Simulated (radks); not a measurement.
Zn, 30 electrons, occupied as [Ar] 3d8 4s2 4p2 (not the ground configuration).

Calculated with a radial shooting solver on a logarithmic mesh with Libxc functionals: Dirac Kohn-Sham, LDA (Slater exchange, Perdew-Wang correlation), spin-unpolarised, spherical densities, point nucleus; open shells are shared between the two j in proportion to 2j + 1.

Energy parts (hartree):
part                       energy
total                 -1792.22182
kinetic                1824.91365
electron-nucleus      -4308.94567
Hartree                 759.79276
exchange-correlation    -67.98255

Orbitals (lengths in bohr, moments of r in powers of bohr; r(max) is where P^2 peaks):
1s1/2: occ. 2; eigenvalue (hartree) -349.9969; <r^4> 0.00002999; r(max) 0.03296
2s1/2: occ. 2; eigenvalue (hartree) -43.24396; <r^4> 0.006369; r(max) 0.1897
2p1/2: occ. 2; eigenvalue (hartree) -38.21383; <r^4> 0.004532; r(max) 0.1502
2p3/2: occ. 4; eigenvalue (hartree) -37.33920; <r^4> 0.004800; r(max) 0.1530
3s1/2: occ. 2; eigenvalue (hartree) -5.40300; <r^4> 0.4441; r(max) 0.5862
3p1/2: occ. 2; eigenvalue (hartree) -3.80151; <r^4> 0.5567; r(max) 0.5828
3p3/2: occ. 4; eigenvalue (hartree) -3.68424; <r^4> 0.5898; r(max) 0.5908
3d3/2: occ. 3.2; eigenvalue (hartree) -1.00274; <r^4> 1.598; r(max) 0.5472
3d5/2: occ. 4.8; eigenvalue (hartree) -0.98735; <r^4> 1.640; r(max) 0.5498
4s1/2: occ. 2; eigenvalue (hartree) -0.41026; <r^4> 54.61; r(max) 1.838
4p1/2: occ. 0.666667; eigenvalue (hartree) -0.15147; <r^4> 199.1; r(max) 2.278
4p3/2: occ. 1.33333; eigenvalue (hartree) -0.14552; <r^4> 213.6; r(max) 2.317
5s1/2: occ. 0; eigenvalue (hartree) -0.01584; <r^4> 11840; r(max) 6.494

The highest occupied level is 4p3/2 at -3.960 eV. The density falls to 0.001 e/bohr^3 at r = 4.55 bohr.
